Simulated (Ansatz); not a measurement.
A nudged elastic band was laid between two geometries of CH10N2OSi2 (16 atoms, charge 0, multiplicity 1).

Level of theory: Ansatz 0.2.0, RKS B3LYP-D4/def2-SVP.

```
movable images  : 7
climbing image  : yes
spring          : 5.0 eV/Å²
optimiser       : quadratic models (default)
start path      : IDPP
force threshold : 0.05 eV/Å
iteration limit : 18
end points      : relaxed
```

Image 0:

```xyz
16
Properties=species:S:1:pos:R:3
N 2.554 -1.123 -1.225
C 1.941 0.045 -0.572
Si 0.349 -0.406 0.356
O -0.606 -1.293 -0.711
Si -1.175 1.312 0.906
N -2.691 0.505 0.470
H 1.858 -1.589 -1.810
H 2.832 -1.813 -0.525
H 2.676 0.516 0.104
H 1.716 0.805 -1.341
H 0.726 -1.257 1.533
H -1.514 -0.939 -0.731
H -1.122 1.862 2.301
H -1.063 2.472 -0.030
H -3.480 1.094 0.209
H -3.023 -0.215 1.110
```

Image 8:

```xyz
16
Properties=species:S:1:pos:R:3
N 2.471 -1.308 -0.968
C 1.901 -0.079 -0.417
Si 0.279 -0.514 0.451
O -0.680 -1.371 -0.635
Si -1.158 1.310 0.876
N -2.699 0.575 0.400
H 1.826 -1.718 -1.644
H 3.341 -1.123 -1.467
H 2.586 0.340 0.343
H 1.720 0.737 -1.153
H 0.569 -1.336 1.664
H -1.562 -0.965 -0.705
H -1.136 1.904 2.254
H -0.941 2.429 -0.090
H -3.440 1.200 0.089
H -3.099 -0.104 1.046
```

What changes between the two ends?

No bond is made or broken. The height of N1 over the plane of its neighbours goes from -0.40 to 0.38 Å.

Give the energies along the band, and the barrier.

The forces met the threshold. The highest image is number 4 of 0 to 8, 0.198 eV above the first end and 0.192 eV above the last; the last end lies 0.005 eV above the first. A vibrational analysis at the climbing image gives one clearly imaginary mode, 622i cm⁻¹: a first-order saddle point.

```tsv
image	path coordinate (Å)	energy (eV)	height of N1 over the plane of its neighbours (Å)
0	0.00	0.000	-0.40
1	0.29	0.007	-0.39
2	0.57	0.038	-0.37
3	0.86	0.094	-0.30
4	1.15	0.198	-0.03
5	1.36	0.115	0.19
6	1.58	0.028	0.34
7	1.79	0.009	0.37
8	2.01	0.005	0.38
```

What is the geometry of the highest image?


```xyz
16
Properties=species:S:1:pos:R:3
N 2.396 -1.240 -1.114
C 1.922 -0.040 -0.471
Si 0.296 -0.445 0.411
O -0.663 -1.321 -0.661
Si -1.176 1.349 0.861
N -2.707 0.599 0.374
H 1.749 -1.824 -1.622
H 3.345 -1.557 -1.002
H 2.644 0.289 0.298
H 1.801 0.828 -1.158
H 0.605 -1.273 1.619
H -1.545 -0.914 -0.740
H -1.159 1.923 2.247
H -0.980 2.488 -0.088
H -3.461 1.217 0.081
H -3.091 -0.102 1.007
```

What are the harmonic wavenumbers there?

622i, 44, 78, 98, 165, 204, 219, 280, 292, 317, 424, 486, 545, 606, 654, 663, 725, 766, 782, 825, 854, 884, 931, 956, 999, 1034, 1132, 1271, 1293, 1448, 1557, 1580, 2162, 2185, 2204, 2915, 3050, 3525, 3611, 3629, 3681, 3761 cm⁻¹.

The run took 8.9 min on 2 threads of Intel(R) Xeon(R) Platinum 8259CL CPU @ 2.50GHz (Skylake/Cascade Lake), on a shared host, peak memory 0.44 GiB.
